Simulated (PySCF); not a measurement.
# Dipole response of Ag⁻ (silver, charge -1)

[Kr] 4d10 5s2, closed-shell 1S. Calculation: PySCF 2.14, in aug-cc-pVTZ-PP with one added diffuse shell each of s, p, d, f, g type with ECP28MDF (7s7p6d4f3g, 113 functions); scalar relativity through the core potential. Coupled (time-dependent) response in atomic units; α is the mean over directions.

```
 method  mean α (bohr³)  C₆ (like pair)  S(−4)
wB97M-V           259.6            3962  59370
```

S(−4) is the Cauchy moment in α(ω) = α(0) + S(−4) ω² + …

α(iu) at wB97M-V:

```json
{"u (hartree)": "0", "α(iu) (bohr³)": "259.6"}
{"u (hartree)": "0.0500", "α(iu) (bohr³)": "174.0"}
{"u (hartree)": "0.100", "α(iu) (bohr³)": "98.17"}
{"u (hartree)": "0.200", "α(iu) (bohr³)": "43.41"}
{"u (hartree)": "0.300", "α(iu) (bohr³)": "26.02"}
{"u (hartree)": "0.500", "α(iu) (bohr³)": "13.85"}
{"u (hartree)": "0.750", "α(iu) (bohr³)": "8.506"}
{"u (hartree)": "1.00", "α(iu) (bohr³)": "6.018"}
{"u (hartree)": "1.50", "α(iu) (bohr³)": "3.631"}
{"u (hartree)": "2.00", "α(iu) (bohr³)": "2.477"}
{"u (hartree)": "3.00", "α(iu) (bohr³)": "1.377"}
{"u (hartree)": "5.00", "α(iu) (bohr³)": "0.6002"}
```

A single London oscillator, α(iu) = α/(1 + u²/ω²), gives C₆ = (3/4) ω α². Matching the computed C₆ needs ω = 4 × 3962 / (3 × 259.6²) = 0.0784 hartree.

For an ion, C₆ is the dispersion term alone; charge-induced terms of lower order in 1/R come first.

Energies and moments cover only the electrons outside the core potential.
